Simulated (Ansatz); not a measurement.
A set of 12 reactions (hydrogenolysis), with CCSD(T)/CBS values in kJ/mol:

```json
{"reaction": "`N[SiH2][Si](N)(O)O` + H₂ → `N[SiH2][SiH](N)O` + H₂O", "ΔE": "98.8"}
{"reaction": "`CCCC(=O)O` + H₂ → `CCC` + `O=CO`", "ΔE": "-29.6"}
{"reaction": "`F[CH2][GeH3]` + H₂ → `[CH3][GeH3]` + H–F", "ΔE": "-138.1"}
{"reaction": "`[CH3][AlH][CH2][GaH2]` + H₂ → `[AlH2][CH2][GaH2]` + CH₄", "ΔE": "-22.5"}
{"reaction": "`C[SiH](F)N[SiH](Cl)Cl` + H₂ → `C[SiH2]F` + `N[SiH](Cl)Cl`", "ΔE": "62.4"}
{"reaction": "`C[N](C)[Ga]([F])[SH]` + H₂ → `[F][GaH][SH]` + `CNC`", "ΔE": "23.7"}
{"reaction": "`OC[CH2][GeH3]` + H₂ → `C[CH2][GeH3]` + H₂O", "ΔE": "-105.1"}
{"reaction": "`CCCCCCCCCC#N` + H₂ → `CCC#N` + `CCCCCCC`", "ΔE": "-74.6"}
{"reaction": "`CCCC(=O)N(C)C` + H₂ → `CCC(=O)N(C)C` + CH₄", "ΔE": "-64.1"}
{"reaction": "`C[S][Zn][Br]` + H₂ → `[ZnH][Br]` + CH₃SH", "ΔE": "63.3"}
{"reaction": "`Cc1ccc[se]1` + H₂ → `c1cc[se]c1` + CH₄", "ΔE": "-57.3"}
{"reaction": "`[F][Al]([SH])[O][SiH3]` + H₂ → `[F][AlH][SH]` + `O[SiH3]`", "ΔE": "139.6"}
```

Computed with Ansatz on PBE0-D4/def2-TZVP structures; ΔE is electronic, products minus reactants. CCSD(T)/CBS adds triple-zeta CCSD(T) − MP2 to the extrapolated MP2 energy (def2 sets, frozen cores). This one scheme is used for every species. DFT in def2-TZVPP. For Br, Ga, Ge, Se, Zn outer-core shells are correlated without core-valence functions, which leaves a few kJ/mol of doubt a bond. Scalar relativity is left out up to krypton. Each species was taken in one conformer, which may not be the lowest.

(1) Give the mean, mean absolute and largest difference (level minus CCSD(T)/CBS, kJ/mol) for: PBE-D4, r2SCAN-D4, PBE0-D4, ωB97M-V, PBE, HF/def2-TZVPP, MP2/def2-TZVPP, SCS-MP2/def2-TZVPP, CCSD/def2-TZVPP, HF/def2-QZVPP, MP2/def2-QZVPP, SCS-MP2/def2-QZVPP, MP2/CBS(def2), CCSD/CBS(def2). (An estimate is asked.)

The largest T1 diagnostic in the set is 0.016, for `O=CO` (customary mark 0.02).

CCSD(T)/CBS is a level of theory with its own doubt, and the functionals carry their triple-zeta basis error, so these figures describe this set and don't rank the functionals.

## Answers

(1) Ansatz gave: 
```tsv
level	mean	mean absolute	largest
PBE-D4	-1.0	5.9	16.0
r2SCAN-D4	1.2	4.2	13.9
PBE0-D4	-3.4	5.0	-12.2
ωB97M-V	-1.5	4.5	-12.9
PBE	-7.7	11.1	-19.6
HF/def2-TZVPP	-18.9	19.6	-47.8
MP2/def2-TZVPP	2.8	4.3	9.1
SCS-MP2/def2-TZVPP	-1.2	3.1	-10.0
CCSD/def2-TZVPP	-5.3	5.3	-17.1
HF/def2-QZVPP	-18.6	19.3	-48.0
MP2/def2-QZVPP	3.7	5.0	9.2
SCS-MP2/def2-QZVPP	-0.5	2.0	3.9
MP2/CBS(def2)	4.2	5.8	9.9
CCSD/CBS(def2)	-4.0	4.0	-8.0
```
